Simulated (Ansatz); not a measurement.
The same redistribution along the group B, Al, Ga, In.

Computed with Ansatz on PBE0-D4/def2-TZVP structures; ΔE is electronic, products minus reactants. CCSD(T)/CBS adds triple-zeta CCSD(T) − MP2 to the extrapolated MP2 energy (def2 sets, frozen cores). This one scheme is used for every species. Functionals use def2-TZVPP. def2 core potentials past Kr. For Br, Ga, In outer-core shells are correlated without core-valence functions, which leaves a few kJ/mol of doubt a bond. Scalar relativity is left out up to krypton. One conformer a species, not always the lowest.

| reaction | MP2/CBS(def2) (kcal/mol) | revPBE-D4 (kcal/mol) | ωB97X-V (kcal/mol) |
| --- | --- | --- | --- |
| `SB(S)S` + `N[Si]Br` → `NB(S)S` + `S[Si]Br` | -5.7 | -6.8 | -5.9 |
| `[SH][Al]([SH])[SH]` + `N[Si]Br` → `[NH2][Al]([SH])[SH]` + `S[Si]Br` | 7.5 | 6.7 | 8.4 |
| `[SH][Ga]([SH])[SH]` + `N[Si]Br` → `[NH2][Ga]([SH])[SH]` + `S[Si]Br` | 14.1 | 13.8 | 15.5 |
| `[SH][In]([SH])[SH]` + `N[Si]Br` → `[NH2][In]([SH])[SH]` + `S[Si]Br` | 21.5 | 19.9 | 22.9 |

Q: Give the CCSD(T)/CBS values in the same order. (Best estimate.)

A: Computed: -6.3, 7.5, 14.1, 21.4 kcal/mol.

Largest T1 diagnostic: 0.014, for `[NH2][In]([SH])[SH]`.
